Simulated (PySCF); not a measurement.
diboron tetrafluoride (B2F4), SMILES B(B(F)F)(F)F. Atoms are numbered in the order given.

```xyz
6

F      0.7960    -0.7960    -1.5543
B      0.0000     0.0000    -0.8596
F     -0.7960     0.7960    -1.5543
B      0.0000     0.0000     0.8596
F      0.7960     0.7960     1.5543
F     -0.7960    -0.7960     1.5543
```

Geometry optimised at r2SCAN-D4/def2-SVP. Other conformers were not sampled.

These are B3LYP/pcSseg-1 run with PySCF values and carry that method's errors.

GIAO shieldings, no solvent; atoms alike by connectivity are averaged. δ = σ(ref) − σ: ¹⁹F against CFCl3 (σ = 161.7 ppm); ¹¹B against BF3 (σ = 86.3 ppm), references at their B3LYP-D3(BJ)/def2-TZVP geometries, non-relativistic.

Q: Estimate the chemical shifts. (An estimate is asked for; the answer gives what the named calculation found.)

A: 
| nucleus | atoms | count | δ (ppm) |
|---|---|---|---|
| ¹⁹F | F1, F3, F5, F6 | 4 | -48.1 |
| ¹¹B | B2, B4 | 2 | 12.6 |
